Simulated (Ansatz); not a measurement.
The cluster Cu₃H₃⁻. The state is a doublet with charge -1. Geometry PBE0-D4/def2-SVPD; atoms count from 1.

```xyz
6

Cu    0.055    0.648    1.126
Cu   -0.382   -0.222   -1.222
Cu    1.463   -1.176    0.163
H    -1.426   -0.687   -2.259
H     0.833    0.370   -0.292
H    -0.542    1.068    2.485
```

Another isomer (doublet) lies 0.26 eV lower at PBE0-D4/def2-TZVPD; other spin states weren't run for this one.

(1) Estimate the Mulliken populations from the PBE0/def2-TZVPD orbitals of Ansatz.

(2) Where does the spin sit?

(3) And the Mayer bond orders between heavy atoms (over 0.3)?

## Answers

(1) 
| atom | charge (e) | spin (α − β) | d electrons |
| --- | --- | --- | --- |
| Cu1 | -0.93 | 0.08 | 9.84 |
| Cu2 | -0.93 | 0.08 | 9.84 |
| Cu3 | -0.11 | 0.81 | 9.90 |
| H4 | 0.18 | -0.01 | – |
| H5 | 0.60 | 0.05 | – |
| H6 | 0.18 | -0.01 | – |
Mulliken values depend strongly on the basis. With diffuse functions, as here, like atoms can get unlike values, and bond orders can come out too low or too high.

(2) Summed by element: Cu 0.97, H 0.03, of 1 unpaired in all. Largest on single atoms: Cu3 0.81, Cu2 0.08, Cu1 0.08.

(3) Cu1–Cu2 0.37 (2.54 Å); Cu1–Cu3 0.45 (2.50 Å); Cu2–Cu3 0.45 (2.50 Å).
